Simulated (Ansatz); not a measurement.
Relaxation of H$_{6}$OSi$_{3}$ (10 atoms, charge 0, multiplicity 1), to a largest force component of 0.02 eV/Å in at most 50 steps.

Computed with Ansatz, UKS revPBE-D4/STO-3G.

```xyz
10
Properties=species:S:1:pos:R:3
O -0.597 1.365 0.331
Si -0.921 0.358 -0.952
Si 0.073 -1.342 0.134
Si 0.845 0.720 0.855
H -0.216 0.809 -2.200
H -2.372 0.172 -1.166
H 1.130 -2.137 -0.626
H -0.709 -2.106 1.088
H 0.896 0.846 2.375
H -0.627 2.274 0.722
```

Problem. Where does it end, and by what steps?

Solution. The forces met the threshold. Limits of this set-up: minimal basis. After 17 steps the energy has fallen by 3.209 eV; H10 moved furthest, 1.12 Å. The start is strongly strained (largest force component 9 eV/Å), so its close contacts needn't be bonds. Parted: Si2–Si4.

```tsv
step	energy less start (eV)	largest force component (eV/Å)	accepted
0	0.0000	9.286	yes
1	-1.8590	4.306	yes
2	-2.7776	1.191	yes
3	-2.9875	1.502	yes
4	-3.0703	1.095	yes
5	-3.0827	0.637	yes
6	-3.1617	0.333	yes
7	-3.1803	0.242	yes
8	-3.1908	0.233	yes
9	-3.2011	0.160	yes
10	-3.2053	0.082	yes
11	-3.2060	0.164	yes
12	-3.2078	0.104	yes
13	-3.2078	0.156	yes
14	-3.2084	0.058	yes
15	-3.2091	0.031	yes
16	-3.2093	0.030	yes
17	-3.2093	0.014	yes
```

```xyz
10
Properties=species:S:1:pos:R:3
O -0.446 1.542 0.321
Si -1.024 0.226 -0.805
Si 0.349 -1.221 0.263
Si 1.086 0.750 1.322
H -0.715 0.739 -2.145
H -2.483 0.295 -0.671
H 1.150 -1.877 -0.772
H -0.467 -2.292 0.842
H 0.133 0.484 2.457
H -0.079 2.313 -0.251
```

Whether the end is a true minimum wasn't checked by a vibrational analysis.

The run took 28 s on 1 thread of Intel(R) Xeon(R) 6975P-C (Granite Rapids), on a shared host, peak memory 0.14 GiB.
